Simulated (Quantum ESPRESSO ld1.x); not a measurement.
Problem. These are the eigenvalues of the occupied orbitals of an atom or ion with whole-number occupations (hartree). Calculated with ld1.x of Quantum ESPRESSO 7.5: Dirac Kohn-Sham, LDA (Slater exchange, Perdew-Wang correlation), spin-unpolarised, spherical densities, point nucleus.

| orbital | eigenvalue |
|---|---|
| 1s1/2 | -3371.4794 |
| 2s1/2 | -644.2522 |
| 2p1/2 | -620.9117 |
| 2p3/2 | -535.7582 |
| 3s1/2 | -191.2698 |
| 3p1/2 | -180.7929 |
| 3p3/2 | -161.5610 |
| 3d3/2 | -144.4526 |
| 3d5/2 | -140.3745 |
| 4s1/2 | -76.3383 |
| 4p1/2 | -71.7581 |
| 4p3/2 | -66.2639 |
| 4d3/2 | -58.8676 |
| 4d5/2 | -57.7567 |
| 4f5/2 | -48.5707 |

Which element is it, and in what charge state? The configuration may be excited. Open shells, if any, fill j = l - 1/2 first.

Solution. Z = 83, bismuth, charge +34: Bi34+ in [Kr] 4d10 4f3. The list shows which subshells hold electrons but not how many an open one holds; the 1s level, -3371.5 hartree, gives Z - s = 82.1 by -(Z - s)^2/2, which with screening and relativity narrows Z to a few neighbours, and the depths of the outer levels then fix element, charge and occupations together.
